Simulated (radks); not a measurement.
All-electron atom: the caesium ion Cs20+ in [Ar] 3d10 4s2 4p5 (the NIST ground configuration).

Calculated with a radial shooting solver on a logarithmic mesh with Libxc functionals: Dirac Kohn-Sham, PBE, spin-unpolarised, spherical densities, finite nucleus; open shells fill j = l - 1/2 first; Fermi nuclear charge, rms radius 4.8041 fm.

Energy parts (Ry):
| part | energy |
|---|---|
| total | -15246.1939 |
| kinetic | 16258.9084 |
| electron-nucleus | -35643.0054 |
| Hartree | 4484.0814 |
| exchange-correlation | -346.1784 |

Orbitals (lengths in bohr, moments of r in powers of bohr):
orbital,occ.,eigenvalue (Ry),<1/r>
1s1/2,2,-2669.819,59.40
2s1/2,2,-452.8880,13.93
2p1/2,2,-428.6041,13.91
2p3/2,4,-402.6764,12.74
3s1/2,2,-124.4098,5.036
3p1/2,2,-114.3082,4.951
3p3/2,4,-109.2336,4.662
3d3/2,4,-91.64581,4.528
3d5/2,6,-90.55457,4.454
4s1/2,2,-50.47007,2.251
4p1/2,2,-46.57453,2.178
4p3/2,3,-45.24103,2.091

The highest occupied level is 4p3/2 at -615.54 eV. The density falls to 0.001 e/bohr^3 at r = 1.56 bohr. The electron density at the nucleus is 2.965e+05 e/bohr^3. For comparison, the ionisation energy in NIST's Atomic Spectra Database is 629 eV (theoretical). In exact Kohn-Sham theory the highest level is minus the ionisation energy, but local and semilocal functionals leave it too shallow, through self-interaction and a potential that decays too fast; potentials with the right tail come closer. Summed over all electrons, <r^2> = 5.102 bohr^2, which gives a Langevin (diamagnetic) susceptibility term of -4.04 x 10^-6 cm^3/mol.

Beside tabulated values, note that spin-unpolarised runs miss the spin-polarisation part of the exchange energy of open shells.
